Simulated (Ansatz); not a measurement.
Program: Ansatz. Geometries: PBE0-D4/def2-TZVP. ΔE: electronic, gas phase. CCSD(T)/CBS adds triple-zeta CCSD(T) − MP2 to the extrapolated MP2 energy (def2 sets, frozen cores). This one scheme is used for every species. DFT in def2-TZVPP. B3LYP here is the variant with VWN-RPA as its local correlation; programs differ in this. For Se outer-core shells are correlated without core-valence functions, which leaves a few kJ/mol of doubt a bond. Scalar relativity is left out up to krypton. Each species was taken in one conformer, which may not be the lowest.

Reaction (ligand exchange at the Si–Se bond): `N[SiH2][SiH2][SeH]` + H–F → `N[SiH2][SiH2]F` + H₂Se

`N[SiH2][SiH2][SeH]`:

Cartesian coordinates in Å:
```
N 1.285 -0.774 -1.064
Si 1.066 0.440 0.131
Si -0.975 -0.071 1.149
Se -2.487 -0.454 -0.539
H 2.141 -0.840 -1.591
H 0.487 -1.055 -1.614
H 0.975 1.849 -0.367
H 2.213 0.397 1.079
H -1.467 0.994 2.065
H -0.948 -1.363 1.882
H -2.289 0.878 -1.130
```

H–F:

```xyz
2

F    -0.148   -0.228    0.371
H     0.148    0.228   -0.371
```

`N[SiH2][SiH2]F`:

```xyz
10

N     0.033   -1.281   -1.235
Si   -0.052   -0.805    0.418
Si    0.158    1.530    0.500
F    -0.929    2.180   -0.498
H    -0.531   -0.797   -1.916
H     0.125   -2.255   -1.475
H    -1.292   -1.207    1.152
H     1.091   -1.425    1.145
H    -0.101    2.069    1.862
H     1.498    1.992    0.049
```

H₂Se:

```xyz
3

Se   -0.620   -0.288   -0.030
H     0.047    0.790   -0.767
H     0.573   -0.502    0.797
```

Is it downhill or uphill in electronic energy at CCSD(T)/CBS, and by how much? (Estimate.)

Computed: Downhill: ΔE = -47.9 kJ/mol.

What do these levels give: PBE0, B3LYP, SCS-MP2/def2-TZVPP, CCSD(T)/def2-TZVPP, MP2/def2-QZVPP, SCS-MP2/def2-QZVPP? (An estimate is asked.)

The calculation gave: PBE0 -47.6, B3LYP -69.2, SCS-MP2/def2-TZVPP -57.1, CCSD(T)/def2-TZVPP -52.8, MP2/def2-QZVPP -44.3, SCS-MP2/def2-QZVPP -55.5 kJ/mol.

Largest T1 diagnostic among the species: 0.011.

The D4 term adds +12.3 kJ/mol with B3LYP and +6.7 kJ/mol with PBE0; it sums over pairs of atoms, weighted by their polarisabilities, and B3LYP, whose exchange is more repulsive, gets the larger term. In def2-TZVPP, CCSD(T) changes the Hartree–Fock value by +27.6 kJ/mol (the triples alone add +4.8 kJ/mol) and MP2 by +34.3 kJ/mol.
